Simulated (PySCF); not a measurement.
C₃H₅ (SMILES [CH]=CC), doublet (typed; the unrestricted solution is spin-contaminated), geometry from GFN2-xTB; CISD/cc-pVDZ run with PySCF.

The PySCF input:
```python
from pyscf import gto, scf, ci

mol = gto.M(
    atom='''
C     1.325170    0.179964   -0.009489
C     0.060959    0.441362   -0.016029
H     2.256522    0.693605   -0.030098
H    -0.311249    1.475660   -0.052421
C    -1.045896   -0.572802    0.022998
H    -0.642507   -1.580553    0.058364
H    -1.670082   -0.408215    0.900581
H    -1.674084   -0.471648   -0.861307
''',
    basis='cc-pvdz',
    charge=0,
    spin=1,
    verbose=4,
    max_memory=1800,
)

mf = scf.UHF(mol)
mf.kernel()

myci = ci.CISD(mf, frozen=3)
myci.kernel()
print('E(CISD) = %.10f' % myci.e_tot)
```

Output, abridged:

```
PySCF version 2.14.0

[INPUT] verbose = 4
[INPUT] num. atoms = 8
[INPUT] num. electrons = 23
[INPUT] charge = 0
[INPUT] spin (= nelec alpha-beta = 2S) = 1
[INPUT] symmetry False subgroup None
[INPUT] Mole.unit = angstrom
[INPUT] Symbol           X                Y                Z      unit          X                Y                Z       unit  Magmom
[INPUT]  1 C      1.325170000000   0.179964000000  -0.009489000000 AA    2.504208368490   0.340082672281  -0.017931611196 Bohr   0.0
[INPUT]  2 C      0.060959000000   0.441362000000  -0.016029000000 AA    0.115195814827   0.834053301790  -0.030290420051 Bohr   0.0
[INPUT]  3 H      2.256522000000   0.693605000000  -0.030098000000 AA    4.264208574056   1.310723488629  -0.056876976897 Bohr   0.0
[INPUT]  4 H     -0.311249000000   1.475660000000  -0.052421000000 AA   -0.588175366545   2.788593252976  -0.099061333176 Bohr   0.0
[INPUT]  5 C     -1.045896000000  -0.572802000000   0.022998000000 AA   -1.976456994778  -1.082438903603   0.043459921413 Bohr   0.0
[INPUT]  6 H     -0.642507000000  -1.580553000000   0.058364000000 AA   -1.214162263116  -2.986812295360   0.110291975534 Bohr   0.0
[INPUT]  7 H     -1.670082000000  -0.408215000000   0.900581000000 AA   -3.155997585566  -0.771414549939   1.701851442987 Bohr   0.0
[INPUT]  8 H     -1.674084000000  -0.471648000000  -0.861307000000 AA   -3.163560269516  -0.891285547199  -1.627634339171 Bohr   0.0

nuclear repulsion = 64.773476917955
number of shells = 30
number of NR pGTOs = 113
number of NR cGTOs = 67
basis = cc-pvdz
ecp = {}

******** <class 'pyscf.scf.uhf.UHF'> ********
method = UHF
initial guess = minao
damping factor = 0
level_shift factor = 0
DIIS = <class 'pyscf.scf.diis.CDIIS'>
diis_start_cycle = 1
diis_space = 8
diis_damp = 0
SCF conv_tol = 1e-09
SCF conv_tol_grad = None
SCF max_cycles = 50
direct_scf = True
direct_scf_tol = 1e-13
number electrons alpha = 12  beta = 11
Set gradient conv threshold to 3.16228e-05
init E= -116.806573972256

cycle= 1 E= -116.383358491926  delta_E= 0.423  |g|= 0.216  |ddm|= 1.77
cycle= 2 E= -116.426198709936  delta_E= -0.0428  |g|= 0.0753  |ddm|= 0.302
cycle= 3 E= -116.432814504039  delta_E= -0.00662  |g|= 0.0335  |ddm|= 0.14
cycle= 4 E= -116.434123723482  delta_E= -0.00131  |g|= 0.0169  |ddm|= 0.0463
cycle= 5 E= -116.434853466874  delta_E= -0.00073  |g|= 0.0126  |ddm|= 0.0342
cycle= 6 E= -116.435467497009  delta_E= -0.000614  |g|= 0.0107  |ddm|= 0.032
cycle= 7 E= -116.436295649902  delta_E= -0.000828  |g|= 0.00892  |ddm|= 0.0496
cycle= 8 E= -116.437358510168  delta_E= -0.00106  |g|= 0.00463  |ddm|= 0.0962
cycle= 9 E= -116.437543640671  delta_E= -0.000185  |g|= 0.00146  |ddm|= 0.0494
cycle= 10 E= -116.437545049389  delta_E= -1.41e-06  |g|= 0.000788  |ddm|= 0.0038
cycle= 11 E= -116.43754820801  delta_E= -3.16e-06  |g|= 0.000343  |ddm|= 0.00907
cycle= 12 E= -116.437548668455  delta_E= -4.6e-07  |g|= 0.000127  |ddm|= 0.00325
cycle= 13 E= -116.437548737037  delta_E= -6.86e-08  |g|= 4.72e-05  |ddm|= 0.00129
cycle= 14 E= -116.437548745464  delta_E= -8.43e-09  |g|= 2.05e-05  |ddm|= 0.00032
cycle= 15 E= -116.437548746064  delta_E= -6e-10  |g|= 9.43e-06  |ddm|= 6.07e-05
Extra cycle  E= -116.437548746193  delta_E= -1.29e-10  |g|= 6.45e-06  |ddm|= 1.3e-05
converged SCF energy = -116.437548746193  <S^2> = 0.90954778  2S+1 = 2.153646

******** <class 'pyscf.ci.ucisd.UCISD'> ********
CISD nocc = (np.int64(9), np.int64(8)), nmo = (64, 64)
frozen orbitals 3
max_cycle = 50
direct = 0
conv_tol = 1e-09
max_cycle = 50
max_space = 12
lindep = 0
nroots = 1
Init t2, MP2 energy = -0.373173393584211
UCISD converged
E(UCISD) = -116.8097414402568  E_corr = -0.372192694063588
E(CISD) = -116.8097414403
```
